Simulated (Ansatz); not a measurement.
Li4H3. Charge 0, multiplicity 2. Geometry PBE-D4/def2-TZVP; atoms count from 1.

Cartesian coordinates in Å:
```
Li -1.574 -0.150 0.660
Li 0.744 0.782 0.645
Li -0.249 0.476 -1.627
Li 0.617 -1.602 -0.081
H -0.828 1.311 -0.121
H 1.292 -0.103 -0.856
H -0.002 -0.714 1.379
```

The structure comes from a short search, and lower isomers may exist.

(1) Estimate the Mulliken populations from the PBE0/def2-TZVP orbitals of Ansatz.

(2) Where does the spin sit?

## Answers

(1) 
```tsv
atom	charge (e)	spin (α − β)
Li1	0.33	0.35
Li2	0.35	0.03
Li3	0.33	0.35
Li4	0.34	0.34
H5	-0.45	-0.02
H6	-0.45	-0.02
H7	-0.45	-0.02
```
Mulliken values and Mayer orders depend strongly on the basis.

(2) Summed by element: Li 1.07, H -0.07, of 1 unpaired in all. Largest on single atoms: Li1 0.35, Li3 0.35, Li4 0.34.
